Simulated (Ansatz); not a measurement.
Relaxation of the cluster Hg₄O₅ with RKS B3LYP-D4/def2-SVP.

```sh
$ ansatz run in.yaml --threads 4 --pin off --events-out ev --progress --plain --max-ram 4787MiB
```

```yaml
crystal:
  periodic: [false, false, false]
  atoms:
    - {symbol: Hg, position_ang: [-3.517990, -1.335600, 0.589080]}
    - {symbol: Hg, position_ang: [0.843530, 0.495990, 1.597750]}
    - {symbol: Hg, position_ang: [-0.646380, 1.240570, -2.453150]}
    - {symbol: Hg, position_ang: [-1.475950, 0.193610, -0.157390]}
    - {symbol: O, position_ang: [0.187400, -1.193720, 0.184670]}
    - {symbol: O, position_ang: [-0.965870, 1.268190, 1.407560]}
    - {symbol: O, position_ang: [2.401820, 0.561860, 0.320630]}
    - {symbol: O, position_ang: [1.340340, -1.255280, -0.633680]}
    - {symbol: O, position_ang: [1.833100, 0.024380, -0.855470]}
basis:
  gaussian: {orbitals: def2-SVP}
hamiltonian: {xc: {name: B3LYP}, dispersion: d4}
scf: {lower_state_search: "off"}
output: {orbitals: {seedname: orbitals}}
relax: {f_tol: 0.02, max_steps: 100}
```

It took 2 min on 4 threads of Arm Neoverse V2 on a shared host, peak host memory 0.76 GiB.

Positions (Å) and forces (eV/Å) at steps 1, 2, 3, 4, 5, 6, 7, 8, 9, 10, 11, 12, 13, 16 of 16:

```xyz
9
step=1 energy=-26929.2824 eV
Hg   -3.518   -1.336    0.589   -1.065   -0.796    0.264
Hg    0.844    0.496    1.598    1.179    1.047    1.904
Hg   -0.646    1.241   -2.453    0.314    0.423   -1.182
Hg   -1.476    0.194   -0.157   -1.451   -0.369   -1.773
O     0.187   -1.194    0.185    0.558   -1.663   -0.704
O    -0.966    1.268    1.408   -1.538    2.041    2.471
O     2.402    0.562    0.321    2.332   -0.216   -0.348
O     1.340   -1.255   -0.634   -0.130   -1.363   -0.214
O     1.833    0.024   -0.855   -0.199    0.895   -0.417
9
step=2 energy=-26930.4774 eV
Hg   -3.669   -1.431    0.606   -0.461   -0.361    0.086
Hg    0.917    0.647    1.645   -0.049    0.718   -0.286
Hg   -0.635    1.268   -2.598    0.107    0.084   -0.416
Hg   -1.553    0.218   -0.157    0.119   -0.036   -0.139
O     0.220   -1.248    0.148    0.506   -0.424   -0.504
O    -1.049    1.304    1.542    0.014    0.203    0.825
O     2.569    0.464    0.334    0.047   -0.462   -0.053
O     1.365   -1.271   -0.688   -0.754   -0.367    0.210
O     1.834    0.050   -0.832    0.470    0.646    0.277
9
step=3 energy=-26930.7647 eV
Hg   -3.733   -1.490    0.608   -0.245   -0.190    0.019
Hg    0.900    0.823    1.562    0.098    0.319   -0.217
Hg   -0.607    1.239   -2.653    0.047   -0.023   -0.196
Hg   -1.534    0.229   -0.095    0.065   -0.078    0.085
O     0.256   -1.281    0.112    0.477   -0.089   -0.773
O    -1.135    1.334    1.681    0.770   -0.156    0.118
O     2.647    0.320    0.394   -1.138   -0.016   -0.058
O     1.330   -1.249   -0.801   -0.857   -0.031    0.599
O     1.877    0.076   -0.810    0.783    0.265    0.422
9
step=4 energy=-26930.9689 eV
Hg   -3.899   -1.511    0.604   -0.106   -0.074   -0.021
Hg    0.923    0.871    1.534   -0.046    0.137   -0.037
Hg   -0.593    1.040   -2.667    0.031   -0.029   -0.146
Hg   -1.605    0.224    0.001    0.072    0.042    0.111
O     0.249   -1.209   -0.041    0.668   -0.129   -0.489
O    -1.076    1.336    1.762    0.536   -0.162   -0.067
O     2.661    0.269    0.498   -0.845   -0.017   -0.380
O     1.334   -1.154   -0.906   -0.898   -0.059    0.490
O     2.006    0.135   -0.785    0.589    0.291    0.539
9
step=5 energy=-26931.0937 eV
Hg   -3.997   -1.516    0.531   -0.021   -0.003   -0.036
Hg    0.970    0.909    1.567   -0.202    0.005    0.054
Hg   -0.610    0.864   -2.749   -0.005   -0.054    0.007
Hg   -1.596    0.221    0.085    0.057    0.029    0.062
O     0.285   -1.191   -0.067    0.507   -0.056   -0.639
O    -0.988    1.333    1.834    0.073    0.045    0.039
O     2.628    0.215    0.555   -0.232   -0.019   -0.774
O     1.264   -1.045   -1.001   -0.760   -0.278    0.620
O     2.045    0.211   -0.755    0.584    0.330    0.666
9
step=6 energy=-26931.2115 eV
Hg   -4.081   -1.509    0.398    0.034    0.034   -0.030
Hg    1.003    0.909    1.581   -0.139    0.078    0.303
Hg   -0.644    0.669   -2.773   -0.035   -0.007    0.053
Hg   -1.597    0.248    0.194   -0.087    0.053   -0.032
O     0.292   -1.179   -0.119    0.234   -0.115    0.004
O    -0.918    1.346    1.938   -0.129    0.035    0.006
O     2.634    0.222    0.542    0.030    0.018   -0.405
O     1.207   -0.995   -1.035   -0.465   -0.359   -0.116
O     2.103    0.289   -0.727    0.557    0.263    0.218
9
step=7 energy=-26931.3017 eV
Hg   -4.176   -1.498    0.232    0.074    0.059   -0.011
Hg    1.035    0.933    1.617   -0.129    0.116    0.147
Hg   -0.697    0.484   -2.758   -0.118    0.102    0.010
Hg   -1.604    0.268    0.303   -0.181   -0.010   -0.037
O     0.330   -1.194   -0.126   -0.145   -0.128    0.459
O    -0.863    1.362    2.043   -0.208    0.032    0.055
O     2.643    0.257    0.517    0.342   -0.122    0.094
O     1.101   -0.972   -1.100    0.266   -0.089   -0.423
O     2.231    0.360   -0.728    0.099    0.040   -0.293
9
step=8 energy=-26931.3362 eV
Hg   -4.184   -1.499    0.185    0.073    0.055   -0.009
Hg    1.016    0.967    1.592    0.075    0.047    0.001
Hg   -0.761    0.539   -2.697   -0.049    0.025    0.061
Hg   -1.612    0.246    0.313   -0.156   -0.069   -0.026
O     0.386   -1.201   -0.068    0.116    0.044   -0.250
O    -0.896    1.382    2.034   -0.033   -0.005   -0.013
O     2.651    0.248    0.497    0.106   -0.007    0.292
O     1.113   -0.996   -1.099   -0.156   -0.169    0.208
O     2.287    0.315   -0.757    0.024    0.078   -0.266
9
step=9 energy=-26931.3224 eV rejected
Hg   -4.255   -1.437    0.150    0.028    0.016   -0.008
Hg    0.994    1.004    1.508    0.099   -0.055    0.096
Hg   -0.914    0.580   -2.576    0.085   -0.041   -0.023
Hg   -1.695    0.194    0.349    0.031   -0.137   -0.083
O     0.456   -1.244   -0.109    0.098    0.006    0.005
O    -0.923    1.381    1.980    0.096    0.011   -0.040
O     2.708    0.290    0.545   -0.279    0.033   -0.264
O     1.215   -1.067   -1.107   -0.209    0.293    0.183
O     2.414    0.300   -0.741    0.052   -0.125    0.134
9
step=10 energy=-26931.3516 eV
Hg   -4.204   -1.478    0.155    0.041    0.031   -0.008
Hg    1.020    0.989    1.565   -0.035    0.008   -0.050
Hg   -0.828    0.570   -2.634    0.014   -0.011    0.024
Hg   -1.648    0.208    0.318   -0.032   -0.041    0.033
O     0.419   -1.209   -0.060   -0.167   -0.057    0.160
O    -0.905    1.380    1.996    0.060   -0.005   -0.010
O     2.679    0.263    0.508   -0.058   -0.001   -0.049
O     1.131   -1.021   -1.086    0.123    0.033   -0.172
O     2.336    0.298   -0.762    0.055    0.042    0.073
9
step=11 energy=-26931.3561 eV
Hg   -4.225   -1.439    0.065    0.016    0.011   -0.001
Hg    1.027    1.009    1.539   -0.061    0.033    0.005
Hg   -0.862    0.531   -2.579    0.001    0.015   -0.015
Hg   -1.667    0.154    0.388    0.050    0.025    0.067
O     0.442   -1.220   -0.050   -0.001   -0.003    0.021
O    -0.883    1.398    2.006   -0.021   -0.059   -0.062
O     2.678    0.274    0.496    0.071    0.009   -0.019
O     1.135   -1.016   -1.091   -0.021    0.005   -0.029
O     2.354    0.309   -0.775   -0.035   -0.036    0.032
9
step=12 energy=-26931.3576 eV
Hg   -4.201   -1.430    0.058   -0.002   -0.001   -0.004
Hg    1.022    1.020    1.525    0.023    0.016    0.046
Hg   -0.862    0.555   -2.568    0.008    0.008   -0.021
Hg   -1.655    0.136    0.396    0.002    0.002    0.029
O     0.439   -1.231   -0.041   -0.006   -0.009    0.002
O    -0.888    1.399    1.997   -0.021   -0.018   -0.029
O     2.676    0.279    0.493   -0.010    0.010   -0.056
O     1.134   -1.025   -1.083   -0.043   -0.028    0.006
O     2.336    0.296   -0.778    0.049    0.020    0.026
9
step=13 energy=-26931.3577 eV
Hg   -4.193   -1.427    0.025   -0.006   -0.004   -0.004
Hg    1.034    1.040    1.532   -0.043   -0.014   -0.077
Hg   -0.853    0.574   -2.558    0.005    0.004   -0.014
Hg   -1.649    0.109    0.415   -0.014    0.018    0.027
O     0.433   -1.231   -0.012   -0.009   -0.019    0.020
O    -0.888    1.395    1.993    0.034    0.015    0.030
O     2.676    0.292    0.469    0.037   -0.006    0.013
O     1.110   -1.039   -1.068    0.037   -0.030   -0.049
O     2.330    0.286   -0.797   -0.041    0.036    0.055
9
step=16 energy=-26931.3597 eV
Hg   -4.190   -1.431   -0.017    0.001   -0.001   -0.002
Hg    1.035    1.048    1.512    0.008   -0.002    0.005
Hg   -0.843    0.583   -2.545    0.000   -0.001    0.003
Hg   -1.658    0.101    0.456    0.001    0.005   -0.003
O     0.434   -1.246   -0.001    0.003    0.001   -0.004
O    -0.873    1.411    2.006   -0.006   -0.002    0.000
O     2.677    0.303    0.456   -0.005    0.001   -0.003
O     1.106   -1.056   -1.060   -0.003    0.003    0.012
O     2.313    0.287   -0.806    0.000   -0.003   -0.008
```

In the def2 sets Hg takes a core potential; there is no spin–orbit coupling. The structure holds 2 bonds between oxygen atoms, so isomers without such links may lie far lower. The restricted singlet is unstable towards broken spin symmetry at other levels; at B3LYP-D4/def2-SVP this wasn't settled. Another isomer (singlet) lies 1.61 eV lower at PBE0-D4/def2-TZVP; other spin states weren't run for this one.
